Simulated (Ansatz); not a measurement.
## Ansatz (development build ahead of 0.2.0) run

```yaml
crystal:
  periodic: [false, false, false]
  atoms:
    - { symbol: Be, position_ang: [0.0, 0.0, 0.0] }
    - { symbol: F, position_ang: [0.0, 0.0, 1.29295] }
basis:
  gaussian: { orbitals: def2-SVP }
magnetization:
  spin_polarized: true
  initial_magnetization: 1
hamiltonian:
  xc: hf
correlation:
  method: ccsd_t
  frozen_orbitals: { Be: 0, F: 1 }
```

The input is written out in the form of the current development build from the run's settings.

The run gave:

| Quantity | Value |
| --- | --- |
| Converged | yes |
| Reference energy | -113.99922 hartree |
| Correlation energy | -0.20938 hartree |
| Total energy | -114.20860 hartree |
| Stability test | minimum |
